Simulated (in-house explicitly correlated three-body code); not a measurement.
Results of a calculation; reference values are marked as such.
# Two electrons around a charge Z: the exact Kohn-Sham energy parts

The exact non-relativistic ground state comes from a variational code in 260 exponentially correlated functions, the Kohn-Sham parts from inverting its density (past Z = 6 the correlation energy is taken as exact minus Hartree-Fock, equal to within microhartrees), and self-consistent runs (Hartree-Fock is restricted) from a B-spline radial code. Z may be fractional; the second electron is bound down to Z = 0.911.

E_c tends to a constant and T_c to −E_c as Z grows.

| Z | E (Eh) | E_x (Eh) | E_c (mEh) | T_c (mEh) | −T_c/E_c | binding (eV) |
| --- | --- | --- | --- | --- | --- | --- |
| 0.93 | -0.437451 | -0.32179 | -45.76 | 26.11 | 0.571 | 0.1361 |
| 1.12 | ? | ? | ? | ? | ? | ? |
| 1.4 | -1.237577 | -0.64612 | -40.74 | 32.80 | 0.805 | 7.009 |
| 1.72 | ? | ? | ? | ? | ? | ? |
| 2.12 | -3.323313 | -1.09987 | -42.33 | 37.17 | 0.878 | 29.28 |
| 2.62 | -5.381450 | -1.41319 | -43.09 | 38.89 | 0.902 | 53.04 |
| 3.04 | -7.496547 | -1.67609 | -43.55 | 39.91 | 0.916 | 78.25 |
| 3.74 | -11.805528 | -2.11402 | -44.11 | 41.13 | 0.932 | 130.9 |
| 4.7 | -19.308367 | -2.71436 | -44.62 | 42.23 | 0.947 | 224.9 |
| 5.6 | -28.016148 | -3.27705 | -44.94 | 42.93 | 0.955 | 335.7 |

Problem. What belongs in the row Z = 1.12?

Solution. E (Eh): -0.706683; E_x (Eh): -0.46469; E_c (mEh): -40.62; T_c (mEh): 29.78; −T_c/E_c: 0.733; binding (eV): 2.163.

Problem. What belongs in the row Z = 1.72?

Solution. E (Eh): -2.036623; E_x (Eh): -0.84855; E_c (mEh): -41.51; T_c (mEh): 35.15; −T_c/E_c: 0.847; binding (eV): 15.17.

Problem. Where is correlation strongest relative to exchange?

Solution. E_c/E_x falls from 0.142 at Z = 0.93 to 0.0137 at Z = 5.6, since exchange grows as Z while correlation stays near −0.045 hartree. The smaller −T_c/E_c at low Z marks the more static, in-out correlation of a loosely bound pair.
